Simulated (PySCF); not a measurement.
Structure from NMR data

The spectra below were simulated for a compound C₇H₇ClO₂.

¹H NMR (300 MHz, computed): δ 6.38 (s, 1H), 2.52 (s, 3H), 2.51 (s, 3H).

¹³C{¹H} NMR (computed): δ 165.9 (C), 162.9 (C), 148.6 (C), 146.7 (C), 121.0 (CH), 17.0 (CH3), 15.5 (CH3).

[PySCF: GFN2-xTB structure; shieldings: GIAO PBE0/pcSseg-1; rapidly exchanging positions averaged; non-relativistic Hamiltonian; isolated molecule; a single conformation]

References, each an isolated molecule treated in the same way: ¹H, ¹³C vs TMS.

Task: Deduce the structure.

Result: 
1. Rings plus π bonds: 4 (1 ring in the answer).
2. 7 carbon signals for 7 carbons: no two carbons are equivalent.
3. Carbon types of the structure: 4 × C, 1 × CH, 2 × CH3, which accounts for all hydrogens.
4. δC 165.9, 146.7: substituted aromatic carbon next to the ring oxygen.
5. δC 162.9: carbonyl carbon.
6. δC 148.6: substituted aromatic carbon.
7. δC 121.0: aromatic CH.
8. δC 17.0, 15.5: methyl carbon on an aromatic ring; saturated and bonded to C and H only.
9. δH 6.38: hydrogen on an aromatic CH; the ring current deshields protons in the ring plane.
10. δH 2.52, 2.51: hydrogen on a methyl carbon on an aromatic ring; benzylic-type position, deshielded by the ring.

The compound is `Cc1cc(C)c(C(=O)Cl)o1`.

This is the structure that produced the data.

Carbons that carry Cl, above all several Cl atoms, come out too deshielded, partly because spin–orbit coupling is missing. Shifts are as computed. Against solution values, carbons near 30 ppm lie about +3 ppm off and those near 130 ppm about +5 ppm; carbons on Cl a further +6 ppm. Of 1211 compounds with measured shifts, 218 miss one by over three times the rms of a fit or turn the order of signals round; such compounds aren't used in these exercises. Multiplicities follow the n + 1 count of equivalent neighbours, as no J values were calculated; m marks all less simple cases, F and P coupling included.
